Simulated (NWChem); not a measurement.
System: C$_{3}$H$_{7}$NSi; SMILES CN1C=C[SiH2]1

Input file for NWChem:

```
start job
memory heap 200 mb stack 900 mb global 1100 mb
geometry units angstroms noautosym nocenter noautoz
  C     -0.243502     2.050404     0.096095
  N     -0.008831     0.686005    -0.277652
  C      1.210323     0.029273    -0.087180
  C      0.997854    -1.306971     0.071933
  Si    -0.800377    -0.899866     0.000496
  H      0.545626     2.701657    -0.317518
  H     -1.199415     2.396999    -0.324437
  H     -0.275817     2.222037     1.191078
  H      2.155974     0.593511    -0.105216
  H      1.729812    -2.107859     0.119798
  H     -1.601368    -0.938560     1.261972
  H     -1.668526    -1.372404    -1.119565
end
basis spherical
  * library def2-svp
end
dft
  xc m05-2x
  iterations 150
end
cosmo
  do_cosmo_smd true
  solvent ether
end
task dft energy
```

All runs use the structure optimised with PBE0/def2-SVP. Not confirmed as a minimum by frequencies. Solvent: diethyl ether.

Level: M05-2X/def2-SVP with SMD (1 M gas to 1 M solution), gas-phase geometry. Reactions with the solvent are ignored.

Question: Give the results of this calculation. (M05-2X/def2-SVP, SMD on the gas-phase geometry.) Quantities: solvation free energy (kcal/mol); cavity-dispersion-structure term (kcal/mol); dipole in solution (D).

Answer: The solvation free energy (kcal/mol) is -3.4. The cavity-dispersion-structure term (kcal/mol) comes out as -1.0 and the dipole in solution (D) is 1.38.
